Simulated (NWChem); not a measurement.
System meant: SiH4O3; SMILES O[SiH](O)O

Here is an NWChem input.

```
start job
memory heap 200 mb stack 900 mb global 1100 mb
geometry units angstroms noautoz
  Si     0.078014    -0.005280     0.481311
  O     -1.347435     0.197018    -0.344444
  O      0.581544    -1.522466     0.066011
  O      1.254850     1.076008     0.074761
  H     -0.122963     0.191193     1.935265
  H     -1.866809     0.979584    -0.140267
  H     -0.109626    -2.108952    -0.255503
  H      1.677772     0.936128    -0.778436
end
basis spherical
  * library def2-svp
end
dft
  xc xpbe96 cpbe96
  iterations 4
  mulliken
end
task dft energy
```

End of the output:

```
    Atom       Charge   Shell Charges
 -----------   ------   -------------------------------------------------------
    1 Si  14    13.54   2.00  1.92  0.59  0.28  5.81  1.22  0.88  0.84
    2 O    8     8.21   1.97  0.88  0.60  2.71  2.03  0.01
    3 O    8     8.20   1.97  0.88  0.60  2.72  2.02  0.01
    4 O    8     8.19   1.97  0.88  0.60  2.72  2.01  0.01
    5 H    1     1.12   0.65  0.44  0.02
    6 H    1     0.92   0.56  0.18  0.19
    7 H    1     0.91   0.55  0.18  0.19
    8 H    1     0.92   0.55  0.18  0.18

 center of mass
 --------------
 x =  -0.01353496 y =  -0.01428031 z =  -0.00785943

 moments of inertia (a.u.)
 ------------------
         280.495389696934           0.000000000000          -0.000000000000
           0.000000000000         252.316110286550          -0.000000000000
          -0.000000000000          -0.000000000000         459.295690018919

     Multipole analysis of the density
     ---------------------------------

     L   x y z        total         alpha         beta         nuclear
     -   - - -        -----         -----         ----         -------
     0   0 0 0     -0.000000    -21.000000    -21.000000     42.000000

     1   1 0 0      0.373726      0.186863      0.186863     -0.000000
     1   0 1 0      0.461637      0.230819      0.230819      0.000000
     1   0 0 1     -0.329518     -0.164759     -0.164759      0.000000

     2   2 0 0    -20.631303    -69.802036    -69.802036    118.972769
     2   1 1 0     -0.166008     -0.005782     -0.005782     -0.154445
     2   1 0 1      0.950377     -0.277665     -0.277665      1.505708
     2   0 2 0    -21.983175    -77.346772    -77.346772    132.710368
     2   0 1 1      2.147980     -0.007240     -0.007240      2.162460
     2   0 0 2    -21.515494    -24.119615    -24.119615     26.723736

 ------------------------------------------------------------------------
 dft energy failed                                                                                  0
 ------------------------------------------------------------------------
 ------------------------------------------------------------------------
  current input line :
    21: task dft energy
 ------------------------------------------------------------------------
 ------------------------------------------------------------------------
 This type of error is most commonly associated with calculations not reaching convergence criteria
 ------------------------------------------------------------------------
 For more information see the NWChem manual at https://nwchemgit.github.io

0:dft energy failed:Received an Error in Communication
```

Question: Can this run be used? If not, why, and what is the fix?

Answer: Convergence was not reached. Cause: the SCF was allowed too few iterations. This input runs:
```
start job
memory heap 200 mb stack 900 mb global 1100 mb
geometry units angstroms noautoz
  Si     0.078014    -0.005280     0.481311
  O     -1.347435     0.197018    -0.344444
  O      0.581544    -1.522466     0.066011
  O      1.254850     1.076008     0.074761
  H     -0.122963     0.191193     1.935265
  H     -1.866809     0.979584    -0.140267
  H     -0.109626    -2.108952    -0.255503
  H      1.677772     0.936128    -0.778436
end
basis spherical
  * library def2-svp
end
dft
  xc xpbe96 cpbe96
  iterations 150
  mulliken
end
task dft energy
```
It converges to -517.04121 Ha (PBE/def2-SVP).
